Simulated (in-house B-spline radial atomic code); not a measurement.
The numbers below are computed, except where a source is named.
**Building a PAW f channel for Hf, r_c = 1.12 bohr**

Hf, [Xe] 4f14 5d2 6s2, non-relativistic LDA (VWN5) (a model for so heavy an element), spherical and spin-unpolarised, from an all-electron radial atomic-structure program (B-spline basis) (atomic units; all potentials screened as in the neutral atom).

Two all-electron partial waves φ1, φ2 are integrated outwards at E1 = ε(4f) = -0.871572 and E2 = E1 + 1.5 hartree; φ1 is the bound orbital and φ2 has unit norm inside r_c = 1.1239 bohr. Smooth partners are polynomials, r^4(a0 + a1 r² + a2 r⁴ + a3 r⁶), matched to φ and three derivatives at r_c, with no condition on the norm. The local potential is -33.3584 + (63.1343) r² + (-50.6975) r⁴ + (15.1113) r⁶ inside 0.9201 bohr and the all-electron one outside.

```csv
wave,φ(r_c),φ'(r_c),a0,a1,a2,a3
1,0.5412837,-0.8708749,5.976426,-10.37395,6.443725,-1.396545
2,0.635044,3.611613,-4.875229,10.42162,-6.884181,1.534811
```

Inside r_c the overlaps are <φi φj> = [[0.90896, -0.83598], [-0.83598, 1.00000]] and, for the smooth waves, [[0.21005, -0.01941], [-0.01941, 0.05017]]. With χj = (Ej − T − V_local) applied to smooth wave j, the program's quadrature gives the matrix B_ij = <smooth i, χj> as [[-0.92939, 1.36409], [0.13923, -0.29304]].

(1) Check the match of the first wave, and find the augmentation charges q_ij.

(2) B isn't symmetric. Show that D_ij = B_ij + Ej q_ij is.

Solving (T + V_local + Σ p D p) ψ = E (1 + Σ p q p) ψ in a sphere of 9 bohr gives these levels:

```
all-electron  one projector  two projectors
   -0.871572      -0.871566       -0.871566
    0.184476       0.184901        0.184476
    0.461820       0.466200        0.461820
    0.854476       0.872300        0.854478
    1.370090       1.415040        1.370140
```

(3) What does the second projector gain?

Results:

(1) At r_c the four terms are 9.53569, -20.90789, 16.40433, -4.49088, which sum to 0.5412, φ1(r_c) to rounding. q_ij is the all-electron overlap less the smooth one: [[0.69891, -0.81657], [-0.81657, 0.94983]]. The smooth first wave has a norm of 0.2101 inside r_c against 0.9090, and q11 > 0 puts back the missing charge.

(2) Integrating by parts gives B12 − B21 = (E1 − E2) q12: 1.36409 − (0.13923) = 1.22486, and −1.5 × (-0.81657) = 1.22486. So D12 = 1.36409 + (0.628428)(-0.81657) = 0.85093 and D21 = 0.13923 + (-0.871572)(-0.81657) = 0.85093; D11 = -1.53853, D22 = 0.30386. The projectors, p = (B⁻¹)ᵀ χ, are dual to the smooth waves; det B = 0.082.

(3) With one projector the errors are +0.01, +0.43, +4.38, +17.82, +44.95 millihartree. With two the errors are +0.01, 0.00, 0.00, 0.00, +0.05 millihartree. The scattering is exact at E1 and at E2 = 0.628, and over all levels compared the largest error is 0.05 millihartree. The lowest eigenvalue of the overlap operator is 1 with one and 0.9734 with two projectors. The smooth orbital alone needs a cutoff of 89.8 hartree for 1 millihartree of kinetic energy, against 156 for a norm-conserving Troullier-Martins orbital of the same radius; part of the gain comes from giving up the norm, part from the simpler form.
